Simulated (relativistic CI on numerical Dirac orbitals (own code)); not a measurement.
Line list: Electric-dipole lines, Eu LIV

Method of calculation: Dirac-Coulomb-Breit CI, KLI orbitals optimised for each configuration, model QED (radiative potential, 1s self-energy scaled to tabulated hydrogen-like ionisation energies), unscaled Slater integrals (own radial code, finite nucleus).

Configuration list (outside the closed core 1s2): 2s2 2p6, 2s2 2p5 3s, 2s2 2p5 3p, 2s2 2p5 3d, 2s 2p6 3s, 2s 2p6 3p, 2s 2p6 3d, 2s2 2p5 4s, 2s2 2p5 4p, 2s2 2p5 4d, 2s2 2p5 4f, 2s 2p6 4s, 2s2 2p4 3s2, 2s 2p6 4p, 2s2 2p4 3s 3p, 2s 2p6 4d. Levels of other configurations are missing.

```
λ vac (Å)                  Lower                  Upper   A (s⁻¹)  log gf  S velocity/length
   1.4822       2s2 2p6 1S_0 [1]  2s2 2p5 4d 1P°_1 [53]  5.23e+14   -0.29               0.97
   1.7670       2s2 2p6 1S_0 [1]  2s2 2p5 3d 3D°_1 [27]  1.02e+15    0.16               0.98
   1.9346       2s2 2p6 1S_0 [1]  2s2 2p5 3d 1P°_1 [17]  1.40e+15    0.37               0.98
   5.2017   2s2 2p5 3s 3P°_2 [2]   2s2 2p5 4p 3D_3 [42]  2.17e+13   -0.21               0.99
   5.3383    2s2 2p5 3p 3P_1 [4]  2s2 2p5 4d 3D°_2 [49]  2.33e+13   -0.30               0.99
   5.3448    2s2 2p5 3p 3P_1 [4]  2s2 2p5 4d 3P°_1 [47]  3.98e+13   -0.29               0.99
   5.3483    2s2 2p5 3p 3D_2 [5]  2s2 2p5 4d 3F°_3 [48]  4.84e+13    0.16               0.99
   5.7349   2s2 2p5 3p 3P_1 [22]  2s2 2p5 4d 3P°_2 [70]  5.21e+13    0.11               0.99
   5.7395    2s2 2p5 3p 1P_1 [7]  2s2 2p5 4d 1D°_2 [51]  3.90e+13   -0.02               1.00
   5.7444    2s2 2p5 3p 3D_3 [6]  2s2 2p5 4d 3F°_4 [50]  6.01e+13    0.43               0.99
   5.7450   2s2 2p5 3p 3D_2 [23]  2s2 2p5 4d 3F°_3 [71]  5.99e+13    0.32               0.99
   5.7570   2s 2p6 3p 3P°_2 [32]    2s 2p6 4d 3D_3 [84]  5.98e+13    0.32               0.99
   5.7588    2s2 2p5 3p 3P_2 [8]  2s2 2p5 4d 3D°_3 [52]  4.81e+13    0.22               0.99
   6.0238  2s2 2p5 3d 3P°_0 [10]   2s2 2p5 4f 3D_1 [54]  5.92e+13   -0.01               0.99
   6.0409  2s2 2p5 3d 3P°_1 [11]   2s2 2p5 4f 3D_2 [56]  6.97e+13    0.28               0.99
   6.0437  2s2 2p5 3d 3F°_2 [26]   2s2 2p5 4f 3G_3 [72]  1.17e+14    0.65               1.00
   6.0460  2s2 2p5 3d 3F°_3 [12]   2s2 2p5 4f 3F_3 [57]  2.36e+13   -0.04               0.99
   6.0468  2s2 2p5 3d 3P°_1 [11]   2s2 2p5 4f 3D_1 [54]  5.88e+13   -0.01               0.99
   6.0531  2s2 2p5 3d 3F°_3 [12]   2s2 2p5 4f 3G_4 [55]  1.16e+14    0.76               1.00
   6.0630  2s2 2p5 3d 3D°_2 [13]   2s2 2p5 4f 3F_3 [57]  9.12e+13    0.55               1.00
   6.0660  2s2 2p5 3d 3D°_2 [13]   2s2 2p5 4f 3D_2 [56]  4.29e+13    0.07               0.99
   6.0966  2s2 2p5 3d 3D°_1 [27]   2s2 2p5 4f 3F_2 [73]  9.92e+13    0.44               0.99
   6.1423  2s2 2p5 3d 3F°_4 [14]   2s2 2p5 4f 3G_5 [58]  1.22e+14    0.88               1.00
   6.1474  2s2 2p5 3d 3P°_2 [28]   2s2 2p5 4f 3D_3 [75]  1.17e+14    0.67               0.99
   6.1529  2s2 2p5 3d 1D°_2 [15]   2s2 2p5 4f 1F_3 [60]  1.01e+14    0.60               0.99
   6.1573  2s2 2p5 3d 3F°_3 [29]   2s2 2p5 4f 3G_4 [74]  1.22e+14    0.80               1.00
   6.1760  2s2 2p5 3d 3D°_3 [16]   2s2 2p5 4f 3F_4 [61]  1.08e+14    0.74               1.00
   6.2584  2s2 2p5 3d 1P°_1 [17]   2s2 2p5 4f 1D_2 [59]  9.85e+13    0.46               0.99
   39.160    2s2 2p5 3p 3D_2 [5]  2s2 2p5 3d 3F°_3 [12]  3.66e+11   -0.23               1.09
   42.029   2s2 2p5 3s 3P°_2 [2]    2s2 2p5 3p 3D_3 [6]  4.26e+11   -0.10               1.08
```

Terms are leading LS components. Brackets give the number of a level in order of energy, since labels repeat. The list gives strong lines, with weight on those to low levels, among the lowest 85 of 132 levels, so that lines to higher ones, which can be the strongest, are missing. Levels whose partners in the same complex of configurations lie outside the list can be far off, and so can their lines. Rates are taken at the computed energies, electric ones in the length gauge. A velocity-to-length ratio far from 1 marks an uncertain rate.

At this charge energies of transitions that change n are usually good to better than 1 %, and those within a shell (Δn = 0) to a few per cent.

LS names give the leading component of a level, which can be under half, so a name can repeat, a term be missing and a line seem to break the LS rules.
